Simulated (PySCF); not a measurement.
All of these have the formula C5H5FO2. Computed, not measured: TDDFT CAM-B3LYP/def2-SVPD, vertical, gas phase, core orbitals frozen in the response in PySCF 2.14.0, density-fitted response routines. Geometries: GFN2-xTB; one conformer of each isolated species. Triplets are in the Tamm–Dancoff approximation.

A. `O=CO[C@@H]1C=C(F)C1`
B. `O=COC1=CC[C@H]1F`
C. `C1C(C1)=C(F)C(O)=O`
D. `O=C(O)/C=C1\C[C@@H]1F`

Lowest singlet levels (six at most, fewer where fewer were computed) with oscillator strengths:

1. 5.21 eV (f 0.000); 5.92 eV (f 0.400); 6.55 eV (f 0.000); 7.04 eV (f 0.000); 7.27 eV (f 0.002); 7.49 eV (f 0.045); T1 3.65 eV
2. 5.94 eV (f 0.003); 7.27 eV (f 0.236); 7.40 eV (f 0.011); 7.66 eV (f 0.025); 7.92 eV (f 0.000); 7.99 eV (f 0.013); T1 4.53 eV
3. 5.68 eV (f 0.002); 6.20 eV (f 0.177); 7.32 eV (f 0.075); 7.55 eV (f 0.033); 7.61 eV (f 0.003); 7.89 eV (f 0.004); T1 4.19 eV
4. 4.89 eV (f 0.000); 5.92 eV (f 0.012); 6.12 eV (f 0.173); 6.45 eV (f 0.376); 7.20 eV (f 0.025); 7.78 eV (f 0.086); T1 3.81 eV

Question: Match each spectrum to its molecule.

Answer: 1 = C, 2 = A, 3 = B, 4 = D.
- A: S1 at 5.94 eV, HOMO-1→LUMO (56%), HOMO-1→LUMO+1 (20%), HOMO→LUMO (13%); Löwdin shares by element: HOMO carbon 58% or more, fluorine 10%, oxygen 6% or more (atoms not listed hold the other 26%); LUMO carbon 38% or more, oxygen 33% (atoms not listed hold the other 28%); HOMO -9.12 and LUMO 0.95 eV.
- B: S1 at 5.68 eV, HOMO-1→LUMO (79%); Löwdin shares by element: HOMO carbon 66% or more, oxygen 14% or more (atoms not listed hold the other 20%); LUMO carbon 54% or more, oxygen 21% or more (atoms not listed hold the other 25%); HOMO -8.97 and LUMO 0.23 eV.
- C: S1 at 5.21 eV, HOMO-1→LUMO (92%); Löwdin shares by element: HOMO carbon 59% or more, fluorine 15%, oxygen 9% or more (atoms not listed hold the other 17%); LUMO carbon 57% or more, oxygen 15% or more (atoms not listed hold the other 28%); HOMO -9.14 and LUMO -0.41 eV; point group Cs, 3 of its 6 listed states under f = 0.0005.
- D: S1 at 4.89 eV, HOMO→LUMO (85%); Löwdin shares by element: HOMO oxygen 55%, carbon 18% or more (atoms not listed hold the other 28%); LUMO carbon 57% or more, oxygen 13% or more (atoms not listed hold the other 29%); HOMO -9.69 and LUMO -0.79 eV.
